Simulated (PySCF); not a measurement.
How methods differ on the ionisation energy of Pr³⁸⁺

Pr³⁸⁺ [Ar] 3d3 (4F) → Pr³⁹⁺ [Ar] 3d2 (3F), as a difference of total energies. All numbers are calculated (PySCF 2.14, scalar relativity by spin-free X2C-1e, in an uncontracted even-tempered set (18 s from 6.6 bohr⁻², ratio 2.5; 12 p from 8.6 bohr⁻², ratio 2.5; 7 d from 8.6 bohr⁻², ratio 2.5; 4 f from 32 bohr⁻², ratio 2.7; 3 g from 48 bohr⁻², ratio 2.7)). Correlated levels: outer shells: [Ne] frozen; virtual orbitals above 40 to 60 times the deepest correlated orbital energy dropped. The calculations carry no spin-orbit coupling.

| method | ionisation energy (eV) |
| --- | --- |
| UHF | 2722.8 |
| LDA | 2722.4 |
| PBE | 2722.4 |
| PBE0 | 2722.9 |
| r2SCAN | 2724.2 |
| revPBE | 2722.4 |
| PW91 | 2722.9 |
| MP2 (outer shells) | 2722.9 |
| SCS-MP2 (outer shells) | 2722.6 |

Spin-orbit coupling is strong in these open shells (close to jj coupling). The scalar numbers leave it out and a first-order estimate fails, so it can dominate the gap to the real levels.

Breit and QED terms and the two-electron picture change are absent.

For comparison: 2729 ± 4 eV (theoretical estimate listed by NIST; NIST Atomic Spectra Database, ionization energies).
